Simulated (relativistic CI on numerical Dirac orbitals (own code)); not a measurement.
## Magnetism of Mo⁵⁺, 4d, in a crystal field

Calculated by Dirac-Coulomb-Breit CI, KLI orbitals optimised for each configuration, a model potential for QED, valence Slater integrals scaled by 0.85, one configuration in a parametric crystal field (own radial code).

Field parameters in Wybourne normalisation: D4h B²₀ = −7Ds, B⁴₀ = 21(Dq − Dt), B⁴₄ = 21√(5/14) Dq. The field is a parameter set, without covalency.

S is read from ⟨S²⟩ = S(S + 1).

Powder χT (cm³ K mol⁻¹) by Van Vleck's formula, with temperature-independent terms:

```
                                      Field      2 K      5 K     10 K     20 K    50 K   100 K   200 K  300 K
D4h, 10Dq = 35900, Ds = -1500, Dt = 20 cm⁻¹    0.245    0.245    0.246    0.247   0.249   0.254   0.264  0.273
D4h, 10Dq = 35900, Ds = -1090, Dt = 20 cm⁻¹    0.212    0.213    0.213    0.215   0.218   0.224   0.237  0.249
 D4h, 10Dq = 35900, Ds = -680, Dt = 20 cm⁻¹    0.156    0.157    0.158     0.16   0.165   0.173   0.191  0.208
 D4h, 10Dq = 35900, Ds = -270, Dt = 20 cm⁻¹   0.0583   0.0592   0.0606   0.0634  0.0718  0.0858   0.114   0.14
  D4h, 10Dq = 35900, Ds = 140, Dt = 20 cm⁻¹  0.00228  0.00327  0.00492  0.00823  0.0182  0.0359  0.0722  0.107
  D4h, 10Dq = 35900, Ds = 550, Dt = 20 cm⁻¹  0.00231  0.00329  0.00493  0.00821   0.018  0.0345  0.0693  0.108
  D4h, 10Dq = 35900, Ds = 950, Dt = 20 cm⁻¹  0.00234  0.00332  0.00496  0.00823   0.018  0.0344  0.0681  0.106
 D4h, 10Dq = 35900, Ds = 1360, Dt = 20 cm⁻¹  0.00238  0.00336  0.00499  0.00826  0.0181  0.0344  0.0677  0.104
```

(1) For D4h, 10Dq = 35900, Ds = 950, Dt = 20 cm⁻¹: what effective moment follows at 300 K?

Answers

(1) μ_eff = √(8χT) = 0.92 μB. The ground level has S = 0.50; the spin-only moment for S = 1/2 is 1.73 μB. The difference comes from the orbital moment, spin-orbit mixing of terms and temperature-independent paramagnetism, all larger in this ionic model than in covalent complexes.
